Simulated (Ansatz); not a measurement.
Relaxation of Au2Se⁺ with UKS r2SCAN-D4/def2-TZVP.

```sh
$ ansatz run in.yaml --threads 4 --pin off --events-out ev --progress --plain --max-ram 3916MiB
```

```yaml
crystal:
  periodic: [false, false, false]
  atoms:
    - {symbol: Au, position_ang: [-0.011990, 1.163530, -1.557510]}
    - {symbol: Au, position_ang: [-0.809050, -1.377020, 1.108600]}
    - {symbol: Se, position_ang: [0.821040, 0.213490, 0.448910]}
basis:
  gaussian: {orbitals: def2-TZVP}
total_charge: 1
magnetization: {spin_polarized: true, initial_magnetization: 1}
hamiltonian: {xc: r2scan, dispersion: d4}
scf: {lower_state_search: "off"}
output: {orbitals: {seedname: orbitals}}
relax: {f_tol: 0.02, max_steps: 100}
```

Run time 42 s (4 threads of Intel Xeon on a shared host).

Positions (Å) and forces (eV/Å) at steps 1, 2, 4 of 4:

```xyz
3
step=1 energy=-72732.9826 eV
Au   -0.012    1.164   -1.558    0.125   -0.356    0.586
Au   -0.809   -1.377    1.109    0.391    0.491   -0.303
Se    0.821    0.213    0.449   -0.516   -0.134   -0.282
3
step=2 energy=-72733.0455 eV
Au   -0.061    1.066   -1.471   -0.069    0.023   -0.093
Au   -0.800   -1.290    1.000   -0.097   -0.067    0.002
Se    0.862    0.224    0.471    0.166    0.043    0.091
3
step=4 energy=-72733.0481 eV
Au   -0.079    1.045   -1.460    0.000   -0.002    0.003
Au   -0.807   -1.276    0.975    0.002    0.002   -0.002
Se    0.886    0.230    0.485   -0.002   -0.001   -0.001
```

In the def2 sets Au takes a core potential; there is no spin–orbit coupling. The structure comes from a short search, and lower isomers may exist.
